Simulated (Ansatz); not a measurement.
`N[Si](N)(O)O[SiH3]` → `N[SiH2]O[SiH](N)O`  (isomerisation)

Computed with Ansatz on PBE0-D4/def2-TZVP structures; ΔE is electronic, products minus reactants. CCSD(T)/CBS is the MP2 limit (def2-TZVPP, def2-QZVPP) plus CCSD(T) − MP2 in def2-TZVPP, frozen cores. Each species was taken in one conformer, which may not be the lowest.

`N[Si](N)(O)O[SiH3]`:

```xyz
14

N    -0.218    1.589    0.878
Si    0.717    0.247    0.401
N     0.684   -0.849    1.688
O     2.315    0.454    0.092
O     0.066   -0.225   -1.035
Si   -1.357   -0.753   -1.639
H    -0.022    2.058    1.746
H    -0.588    2.224    0.190
H     1.396   -1.547    1.808
H    -0.152   -1.041    2.211
H     2.544    0.593   -0.828
H    -2.046   -1.653   -0.675
H    -1.088   -1.493   -2.897
H    -2.251    0.398   -1.939
```

`N[SiH2]O[SiH](N)O`:

Z-matrix (Å, degrees):
```
Si
O 1 1.637
N 1 1.728 2 109.6
H 1 1.486 2 107.2 3 123.1
H 1 1.483 2 110.3 3 -116.6
Si 2 1.641 1 128.9 3 -8.2
H 3 1.009 1 118.8 2 81.2
H 3 1.008 1 118.2 2 -139.8
N 6 1.718 2 105.7 1 -67.9
O 6 1.634 2 112.6 1 50.3
H 6 1.477 2 107.5 1 167.3
H 9 1.009 6 118.3 2 167.9
H 9 1.009 6 119.1 2 -53.2
H 10 0.966 6 111.4 2 -46.1
```

```csv
species,MP2/def2-TZVPP energy (Eh)
`N[Si](N)(O)O[SiH3]`,-842.67944
`N[SiH2]O[SiH](N)O`,-842.67845
```

Problem. Work out ΔE.

Solution. ΔE = (-842.67845) − (-842.67944) = 0.00099 Eh = +0.6 kcal/mol. CCSD(T)/CBS gives +1.0 kcal/mol.

Largest T1 diagnostic among the species: 0.011.

From PBE to PBE0 (25 % exact exchange), in def2-TZVPP and without D4, ΔE moves by +0.7 kcal/mol. In def2-TZVPP, CCSD(T) changes the Hartree–Fock value by −2.5 kcal/mol (the triples alone add −0.5 kcal/mol) and MP2 by −2.8 kcal/mol.
